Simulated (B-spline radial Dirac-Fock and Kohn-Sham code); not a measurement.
Binding energies of V in different valence configurations

Level of theory: ΔSCF Dirac-Fock with Breit, self-energy and vacuum polarisation, finite nucleus, configuration average; a B-spline atomic structure program. The model has no electron correlation.

Reference: the tabulated ground configuration [Ar] 3d3 4s2, with 1s 5476.7 eV, 2s 641.0 eV, 2p1/2 532.9 eV, 2p3/2 526.0 eV, 3p1/2 51.56 eV, 3p3/2 50.75 eV, Kα1 4950.7 eV, Kβ1 5425.9 eV.

Shifts from the reference in eV.

```
   configuration  average energy     1s      2s   2p1/2   2p3/2  3p1/2  3p3/2    Kα1    Kβ1
    [Ar] 3d4 4s1           +1.42  -5.85   -6.86   -6.64   -6.65  -4.91  -4.88  +0.79  -0.98
        [Ar] 3d5           +5.27  -9.69  -11.42  -11.11  -11.12  -8.45  -8.39  +1.43  -1.30
[Ar] 3d2 4s2 4p1           +4.42  +8.40   +9.57   +9.42   +9.42  +6.87  +6.83  -1.03  +1.56
[Ar] 3d3 4s1 4p1           +2.25  +1.25   +1.18   +1.29   +1.29  +1.30  +1.31  -0.04  -0.06
```

Values without a named source are computed, but for edge energies of neutral atoms, which are taken from tables.
